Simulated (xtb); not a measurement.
xtb input (GFN2-xTB):

```bash
xtb mol.xyz --gfn 2 --sp --chrg 0 --uhf 0
```
mol.xyz:
```
4

B     -0.50431629     0.03250353     0.00283475
Cl    -1.46871698    -1.41849179     0.02981416
Cl    -1.27472396     1.59530845    -0.01439335
Br     1.40457364    -0.09052574    -0.00789508
```

End of the output:

```
         :::::::::::::::::::::::::::::::::::::::::::::::::::::
         ::                     SUMMARY                     ::
         :::::::::::::::::::::::::::::::::::::::::::::::::::::
         :: total energy             -14.505126673221 Eh    ::
         :: gradient norm              0.017073206518 Eh/a0 ::
         :: HOMO-LUMO gap              4.036287412828 eV    ::
         ::.................................................::
         :: SCC energy               -14.523402850977 Eh    ::
         :: -> isotropic ES            0.044137685514 Eh    ::
         :: -> anisotropic ES         -0.003058413433 Eh    ::
         :: -> anisotropic XC         -0.015824865409 Eh    ::
         :: -> dispersion             -0.003439456922 Eh    ::
         :: repulsion energy           0.018276177755 Eh    ::
         :: add. restraining           0.000000000000 Eh    ::
         :: total charge              -0.000000000000 e     ::
         :::::::::::::::::::::::::::::::::::::::::::::::::::::

           -------------------------------------------------
          |                Property Printout                |
           -------------------------------------------------

    * Orbital Energies and Occupations

         #    Occupation            Energy/Eh            Energy/eV
      -------------------------------------------------------------
         1        2.0000           -1.0921188             -29.7181
         2        2.0000           -1.0906983             -29.6794
         3        2.0000           -0.8660690             -23.5669
         4        2.0000           -0.5795710             -15.7709
         5        2.0000           -0.5328511             -14.4996
         6        2.0000           -0.5319841             -14.4760
         7        2.0000           -0.5172184             -14.0742
         8        2.0000           -0.4733500             -12.8805
Note: The following floating-point exceptions are signalling: IEEE_UNDERFLOW_FLAG IEEE_DENORMAL
normal termination of xtb
         9        2.0000           -0.4660492             -12.6818
        10        2.0000           -0.4657634             -12.6741
        11        2.0000           -0.4604671             -12.5299
        12        2.0000           -0.4521317             -12.3031 (HOMO)
        13                         -0.3038009              -8.2668 (LUMO)
        14                         -0.1541869              -4.1956
        15                         -0.0985041              -2.6804
        16                         -0.0793997              -2.1606
        17                         -0.0252758              -0.6878
        18                         -0.0244912              -0.6664
        19                         -0.0244438              -0.6652
        20                         -0.0242760              -0.6606
        21                         -0.0241945              -0.6584
        22                         -0.0232634              -0.6330
        23                         -0.0219985              -0.5986
       ...                                ...                  ...
        31                          0.6306789              17.1616
      -------------------------------------------------------------
                  HL-Gap            0.1483308 Eh            4.0363 eV
             Fermi-level           -0.3779663 Eh          -10.2850 eV

     #   Z          covCN         q      C6AA      α(0)
     1   5 B        2.493     0.458    16.764     7.175
     2  17 Cl       0.991    -0.173   104.586    15.646
     3  17 Cl       0.991    -0.173   104.586    15.646
     4  35 Br       1.061    -0.112   188.111    22.114

 Mol. C6AA /au·bohr⁶  :       1462.168252
 Mol. C8AA /au·bohr⁸  :      71214.239446
 Mol. α(0) /au        :         60.580970

Wiberg/Mayer (AO) data.
largest (>0.10) Wiberg bond orders for each atom

 ---------------------------------------------------------------------------
     #   Z sym  total        # sym  WBO       # sym  WBO       # sym  WBO
 ---------------------------------------------------------------------------
     1   5 B    3.427 --     2 Cl   1.154     3 Cl   1.154     4 Br   1.119
     2  17 Cl   1.275 --     1 B    1.154
     3  17 Cl   1.275 --     1 B    1.154
     4  35 Br   1.223 --     1 B    1.119
 ---------------------------------------------------------------------------

Topologies differ in total number of bonds
Writing topology from bond orders to xtbtopo.mol

molecular dipole:
                 x           y           z       tot (Debye)
 q only:        0.163      -0.011      -0.001
   full:       -1.318       0.085       0.007       3.358
molecular quadrupole (traceless):
                xx          xy          yy          xz          yz          zz
 q only:       -1.300      -0.010      -1.461       0.027       0.060       2.760
  q+dip:       -6.970       0.563       1.729       0.072       0.046       5.241
   full:       -6.855       0.528       1.303       0.074       0.057       5.552

           -------------------------------------------------
          | TOTAL ENERGY              -14.505126673221 Eh   |
          | GRADIENT NORM               0.017073206518 Eh/α |
          | HOMO-LUMO GAP               4.036287412828 eV   |
           -------------------------------------------------

------------------------------------------------------------------------
------------------------------------------------------------------------
 total:
 SCF:
```
